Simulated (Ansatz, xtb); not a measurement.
# Isomers of C3H7N3Si in order of energy

7 gas-phase structures of C3H7N3Si, from a drawn sample of its isomers (lower ones may exist). Each was relaxed with GFN2-xTB:

A. `Cc1nncn1[SiH3]`, a singlet
B. `Cc1ncnn1[SiH3]`, a singlet
C. `Cc1cn([SiH3])nn1`, a singlet
D. `Cc1nc([SiH3])n[nH]1`, a singlet
E. `N[SiH2]n1ccnc1`, a singlet
F. `[SiH3]Cc1ncn[nH]1`, a singlet
G. `Cc1cnn([SiH3])n1`, a singlet

Problem. Make a reasoned guess at their ranking by r2SCAN-D4/def2-SVP//GFN2-xTB single-point energy.

Solution. Calculated order at r2SCAN-D4/def2-SVP//GFN2-xTB: E (0.000), B (1.032), A (1.313), D (1.379), F (1.432), G (1.606), C (1.815) eV.

Energies above the lowest of each column, in eV; the last columns are at r2SCAN-D4/def2-SVP geometries and were run for some of them only (a dash: not run or not comparable):

```
structure  GFN2-xTB  HF/STO-3G  r2SCAN-D4/def2-SVP//GFN2-xTB  r2SCAN-D4/def2-SVP  CCSD(T)/def2-SVP + ΔMP2/def2-TZVPP
        E     0.000      0.000                         0.000               0.000                               0.000
        B     0.235      0.085                         1.032               1.024                               1.248
        A     0.361      0.290                         1.313               1.307                               1.470
        D     1.257      0.702                         1.379                   –                                   –
        F     1.281      0.973                         1.432                   –                                   –
        G     0.932      0.507                         1.606                   –                                   –
        C     1.085      0.679                         1.815                   –                                   –
```

Every level run on E puts it lowest or level with the lowest. Some further structures that were screened fall inside this span and aren't listed. Flexible structures stand in one conformer each, not always the lowest. Frequencies (GFN2-xTB) were run for A, B, E alone. The ΔMP2 step shifts differences by up to 0.306 eV, which makes them less sure. ΔMP2 is the change of the MP2 energy from the smaller to the larger basis.

Over these structures GFN2-xTB departs from r2SCAN-D4/def2-SVP//GFN2-xTB by 0.342 eV on average once a common shift is removed. A GFN2-xTB relaxation took about 0.075 s and the r2SCAN-D4/def2-SVP//GFN2-xTB energy about 1.9 s on a shared host (Ansatz 0.2.0, xtb 6.7.1).
